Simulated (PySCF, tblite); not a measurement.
Breaking a bond: LiNa, singlet.

Computed with: RMP2/3-21G = restricted MP2 (frozen core)/3-21G (PySCF); UKS-B3LYP/6-31G* = unrestricted B3LYP/6-31G*, spherical d (PySCF 2.14.0); GFN2-xTB, 300 K electronic temperature (tblite).

Total energies in hartree (comparable only within one method and basis):

```csv
R / Å,RMP2/3-21G,UKS-B3LYP/6-31G*,GFN2-xTB
2.35,-168.24081,-169.79094,-0.45140
2.52,-168.24750,-169.79641,-0.45325
2.62,-168.25027,-169.79839,-0.45300
2.74,-168.25262,-169.79979,-0.45177
2.78,-168.25318,-169.80005,-0.45118
2.93,-168.25444,-169.80027,-0.44837
2.98,-168.25460,-169.80012,-0.44726
3.11,-168.25449,-169.79929,-0.44405
3.27,-168.25351,-169.79761,-0.43968
3.37,-168.25252,-169.79629,-0.43692
3.59,-168.24961,-169.79291,-0.43265
3.94,-168.24383,-169.78691,-0.42325
4.37,-168.23627,-169.78077,-0.41004
4.89,-168.22794,-169.77606,-0.39535
5.34,-168.22197,-169.77373,-0.38442
5.81,-168.21706,-169.77237,-0.37503
6.45,-168.21250,-169.77147,-0.36551
7.24,-168.20993,-169.77103,-0.35795
7.97,-168.21010,-169.77089,-0.35379
8.87,-168.21295,-169.77082,—
```

Dashes: no converged value, or the column stops at the first point that the program doubted or that broke a chosen test of continuity, which isn't proof of a fault.

The restricted form behind RMP2/3-21G keeps the bonding electrons paired and can't separate into open-shell fragments. The unrestricted determinant behind UKS-B3LYP/6-31G* is spin-contaminated at 3.94 to 8.87 Å (<S²> up to 1.0, against 0.00 for a pure singlet).
